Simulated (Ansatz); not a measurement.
The inner images of a band of Cl4FTa + H2 (8 atoms, charge 0, multiplicity 1) are given out of order.

The calculation used RKS PBE-D4/def2-SVP in Ansatz 0.2.0.

Initial state:

```xyz
8
Properties=species:S:1:pos:R:3
Ta -0.190 0.334 0.073
F 1.668 0.475 0.291
Cl -0.354 0.648 2.389
Cl 0.237 -0.070 -2.195
Cl -1.419 2.211 -0.379
Cl -1.433 -1.598 0.215
H 1.513 -2.690 0.717
H 2.127 -2.228 0.725
```

Final state:

```xyz
8
Properties=species:S:1:pos:R:3
Ta -0.276 -0.370 0.163
F 2.029 0.372 0.334
Cl -0.244 -0.319 2.491
Cl 0.312 -1.011 -1.998
Cl -0.426 1.901 -0.205
Cl -2.350 -1.322 0.052
H 1.022 -1.580 0.510
H 2.083 -0.591 0.489
```

Problem. Put them in order from the first end to the last, with their energies above the first end.
A.
```xyz
8
Properties=species:S:1:pos:R:3
Ta -0.084 -0.171 0.163
F 1.761 0.594 0.299
Cl -0.163 -0.417 2.483
Cl 0.380 -0.973 -1.981
Cl -0.750 1.963 -0.189
Cl -2.144 -1.302 0.052
H 1.349 -1.650 0.516
H 1.799 -0.964 0.493
```
B.
```xyz
8
Properties=species:S:1:pos:R:3
Ta -0.138 0.267 0.084
F 1.711 0.551 0.277
Cl -0.258 0.473 2.415
Cl 0.327 -0.226 -2.159
Cl -1.358 2.140 -0.358
Cl -1.483 -1.610 0.200
H 1.363 -2.482 0.701
H 1.985 -2.031 0.676
```
C.
```xyz
8
Properties=species:S:1:pos:R:3
Ta -0.101 0.076 0.122
F 1.668 0.763 0.255
Cl -0.077 -0.158 2.445
Cl 0.487 -0.760 -1.976
Cl -1.143 2.044 -0.281
Cl -1.942 -1.371 0.082
H 1.374 -2.045 0.627
H 1.883 -1.468 0.563
```
D.
```xyz
8
Properties=species:S:1:pos:R:3
Ta -0.179 -0.312 0.167
F 1.926 0.420 0.330
Cl -0.198 -0.393 2.495
Cl 0.358 -1.001 -1.993
Cl -0.568 1.918 -0.187
Cl -2.247 -1.299 0.046
H 1.209 -1.561 0.500
H 1.850 -0.690 0.479
```
E.
```xyz
8
Properties=species:S:1:pos:R:3
Ta -0.092 0.205 0.100
F 1.730 0.664 0.263
Cl -0.147 0.284 2.439
Cl 0.430 -0.403 -2.099
Cl -1.303 2.074 -0.337
Cl -1.569 -1.589 0.185
H 1.232 -2.291 0.676
H 1.870 -1.864 0.610
```
F.
```xyz
8
Properties=species:S:1:pos:R:3
Ta -0.079 0.145 0.112
F 1.708 0.758 0.245
Cl -0.061 0.051 2.448
Cl 0.500 -0.594 -2.030
Cl -1.232 2.047 -0.308
Cl -1.745 -1.493 0.140
H 1.231 -2.149 0.688
H 1.829 -1.684 0.541
```
G.
```xyz
8
Properties=species:S:1:pos:R:3
Ta -0.078 -0.034 0.146
F 1.687 0.708 0.263
Cl -0.101 -0.329 2.463
Cl 0.428 -0.904 -1.963
Cl -0.964 2.015 -0.230
Cl -2.060 -1.297 0.073
H 1.394 -1.854 0.542
H 1.845 -1.223 0.541
```

Solution. B (+0.01 eV), E (+0.02 eV), F (+0.05 eV), C (+0.12 eV), G (+0.30 eV), A (+0.78 eV), D (+1.28 eV).

Run time: 2.8 min on 4 threads of Arm Neoverse V1, on a shared host, peak memory 0.21 GiB.
